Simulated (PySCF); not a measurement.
F2S, SMILES FSF. Atoms are numbered in the order given.

```xyz
3

F      0.0000    -1.2150    -0.4910
S      0.0000     0.0000     0.5524
F      0.0000     1.2150    -0.4910
```

Geometry optimised at r2SCAN-D4/def2-TZVP.

Two levels are set side by side: PBE/pcSseg-2 (PySCF) and HF/pcSseg-2 (PySCF). GIAO shifts against CFCl3 (¹⁹F), H2S (³³S) at the same level; non-relativistic, no solvent, atoms listed together averaged. Differences are taken from unrounded values.

```csv
quantity,HF
"δ(¹⁹F) of F1, F3 (ppm)",-170.2
δ(³³S) of S2 (ppm),1475.4
```

**Question.** What does PBE give, and how far is it from HF? (An estimate is asked for; the answer gives what the named calculation found.)

**Answer.** 
| quantity | PBE | PBE minus HF |
|---|---|---|
| δ(¹⁹F) of F1, F3 (ppm) | -189.5 | -19.3 |
| δ(³³S) of S2 (ppm) | 1685.3 | 209.9 |

Rough cost on one machine, each run with all the roots and properties that it gave: HF against PBE within a factor of 2.
